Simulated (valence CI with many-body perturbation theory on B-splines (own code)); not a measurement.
## Level structure of Tc XXIII

Level of theory: configuration interaction combined with many-body perturbation theory (CI+MBPT): three valence electrons over a frozen Dirac-Fock core [Ar], radial functions for each j: 7 s, 7 p, 8 d, 6 f, 4 g, 1 h, with the one-electron correlation potential Σ1, the two-electron term Σ2, the three-electron term Σ3, Breit, model QED; selected CI, second order for the rest, scaled by the run's own slope (own B-spline code, finite nucleus).

No measured levels were compared; by estimate terms of the open shell hold to 2 to 4 % of their energy, and close levels can change places. Only levels of the ground parity were solved; by the run's estimate the other parity begins above the list, which can be wrong where configurations are misplaced.

Levels 1 to 19 of 19, with energies above the lowest level, 3d3 4F_3/2. "Leading %" is the weight of the configuration and term that name the level; weights of strongly mixed levels are sums over their largest components and can fall short, so below about 35 % the name and the second component can differ from the true leading terms, or belong to a minority configuration. In the jj column 3d3/2^4 stands for four electrons in 3d with j = 3/2. Lifetimes count E1, E2, E3, M1 and M2 decay at the calculated energies, and are blank where another channel may lead or the interval is too uncertain; long ones can be off by a factor of two.

| No. | Configuration | Term | J | E (cm⁻¹) | Leading % | Leading jj | g | Lifetime |
| --- | --- | --- | --- | --- | --- | --- | --- | --- |
| 1 | 3d3 | 4F | 3/2 | 0.0 | 88 | 3d3/2^3 (67 %) | 0.454 |  |
| 2 | 3d3 | 4F | 5/2 | 19962 | 96 | 3d3/2^2 3d5/2 (89 %) | 1.032 | 3.22 ms |
| 3 | 3d3 | 4F | 7/2 | 37627 | 91 | 3d3/2 3d5/2^2 (54 %) | 1.208 | 4.74 ms |
| 4 | 3d3 | 4F | 9/2 | 51246 | 73 | 3d3/2^2 3d5/2 (48 %) | 1.262 | 17.9 ms |
| 5 | 3d3 | 4P | 3/2 | 62411 | 52 | 3d3/2^2 3d5/2 (75 %) | 1.431 | 1.36 ms |
| 6 | 3d3 | 4P | 1/2 | 70217 | 76 | 3d3/2^2 3d5/2 (94 %) | 2.196 | 8.41 ms |
| 7 | 3d3 | 2G | 7/2 | 88319 | 89 | 3d3/2 3d5/2^2 (62 %) | 0.921 | 633 μs |
| 8 | 3d3 | 2H | 9/2 | 92199 | 55 | 3d3/2^2 3d5/2 (52 %) | 1.044 | 861 μs |
| 9 | 3d3 | 4P | 5/2 | 96666 | 92 | 3d3/2 3d5/2^2 (64 %) | 1.562 | 1.85 ms |
| 10 | 3d3 | 2D | 3/2 | 108820 | 49 | 3d3/2 3d5/2^2 (92 %) | 1.170 | 278 μs |
| 11 | 3d3 | 2P | 1/2 | 116300 | 76 | 3d3/2 3d5/2^2 (94 %) | 1.135 | 668 μs |
| 12 | 3d3 | 2H | 11/2 | 125910 | 100 | 3d3/2 3d5/2^2 (100 %) | 1.088 | 2.08 ms |
| 13 | 3d3 | 2D | 5/2 | 134210 | 91 | 3d3/2 3d5/2^2 (64 %) | 1.211 | 469 μs |
| 14 | 3d3 | 2G | 9/2 | 138620 | 53 | 3d5/2^3 (70 %) | 1.039 | 414 μs |
| 15 | 3d3 | 2P | 3/2 | 155730 | 59 | 3d5/2^3 (85 %) | 1.196 | 297 μs |
| 16 | 3d3 | 2F | 7/2 | 168590 | 97 | 3d3/2 3d5/2^2 (85 %) | 1.133 | 769 μs |
| 17 | 3d3 | 2F | 5/2 | 169160 | 89 | 3d3/2 3d5/2^2 (49 %) | 0.893 | 918 μs |
| 18 | 3d3 | 2D | 5/2 | 252600 | 89 | 3d5/2^3 (59 %) | 1.175 | 133 μs |
| 19 | 3d3 | 2D | 3/2 | 252720 | 99 | 3d3/2 3d5/2^2 (85 %) | 0.800 |  |

Names give the largest LS component (configuration and term), which can be under half, so a name can repeat, a term be missing and a line seem to break the LS rules; names also repeat where a configuration has a term twice.

The ionisation energy to 3d2 3F_2 of the next ion comes out as 1033.3 eV (NIST: 1032 ± 4 eV (theoretical)). All 19 levels together are meant to be complete up to 262830 cm⁻¹.
